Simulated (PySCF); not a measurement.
# Ionisation energy of I⁴⁵⁺ by level of theory

I⁴⁵⁺ [He] 2s2 2p4 [2p1/2^2 2p3/2^2, M_J = 2] → I⁴⁶⁺ [He] 2s2 2p3 [2p1/2^2 2p3/2^1, M_J = 3/2], as a difference of total energies. Computed with PySCF 2.14 in an even-tempered Gaussian basis (17 s from 24 bohr⁻², ratio 2.4; 12 p from 31 bohr⁻², ratio 2.4; 5 d from 110 bohr⁻², ratio 2.6; 4 f from 170 bohr⁻², ratio 2.6), with the two-component X2C-1e Hamiltonian. Correlated levels: nothing frozen; the 26 highest virtual spinors dropped. "Screened" scales the spin-orbit matrix elements by Boettger's factors to mimic the two-electron term; Breit and QED terms are absent.

```csv
method,ionisation energy (eV)
GHF (spin-free),7882.3
GMP2 (spin-free),7884.0
GHF (screened spin-orbit),7817.1
GMP2 (screened spin-orbit),7816.9
```

For this ion Breit and QED terms and the two-electron picture change, all absent here, outweigh the correlation shift from GHF to GMP2.

The spin-free rows relax to the high-spin LS determinant and lack the spin-orbit shift.

The labels give the starting determinants; with spin-orbit coupling the two ends relaxed to ⟨J²⟩ = 6.00, ⟨L²⟩ = 3.18, ⟨S²⟩ = 1.41 and ⟨J²⟩ = 3.75, ⟨L²⟩ = 2.44, ⟨S²⟩ = 1.54.

For comparison: 7811 ± 4 eV (theoretical estimate listed by NIST; NIST Atomic Spectra Database, ionization energies).
